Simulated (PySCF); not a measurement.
PySCF input for CH₅ClFNSi₂, SMILES F[Si@@H]1CN[Si@H]1Cl, PBE/pcSseg-1. The structure is a stationary point at B3LYP-D3(BJ)/def2-SVP. The structure was generated by enumeration; whether it is a known compound was not checked.

```python
import numpy as np
from pyscf import gto, scf, dft
from pyscf.prop.nmr import rks as nmr

mol = gto.M(
    atom='''
    F     2.51264756    0.86921765    0.88420841
    Si    1.40702466    0.29767291   -0.17529665
    C     0.28944608    1.68196623   -0.89634085
    N    -0.95611778    1.25428546   -0.22924172
    Si   -0.72099214   -0.24501698    0.61075057
    Cl   -1.60219748   -1.92575822   -0.28969439
    H     2.14874915   -0.54743671   -1.14892332
    H     0.22636287    1.67073101   -2.00105997
    H     0.61803538    2.69127763   -0.58673619
    H    -1.80970604    1.77034105   -0.42451746
    H    -1.20821927   -0.27896056    2.01454826
    ''',
    basis='pcSseg-1',
    charge=0,
    spin=0,
    max_memory=1600,
    verbose=3,
)
mf = dft.RKS(mol, xc='pbe')
mf.grids.level = 3
mf.conv_tol = 1e-10
mf.max_cycle = 100
mf.kernel()
n = nmr.NMR(mf)
n.verbose = 2
n.max_cycle_cphf = 60
sigma = n.kernel()
print('atom   isotropic/ppm   span/ppm')
for i, s in enumerate(sigma):
    w = np.linalg.eigvalsh((s + s.T) / 2)
    print(f'{mol.atom_symbol(i):2s}{i + 1:3d} {w.mean():14.3f} {w[2] - w[0]:11.3f}')
```

Output:

```
converged SCF energy = -1234.25667026497
atom   isotropic/ppm   span/ppm
F   1        365.908      73.198
Si  2        283.541      92.952
C   3        130.255      55.404
N   4        189.953      89.446
Si  5        324.438     111.894
Cl  6        816.109     334.761
H   7         25.093       7.344
H   8         27.673      10.228
H   9         27.634       9.342
H  10         29.421      17.512
H  11         24.847       9.837
```

Self-consistency was reached.

Cost: around 30 core-seconds (rough).
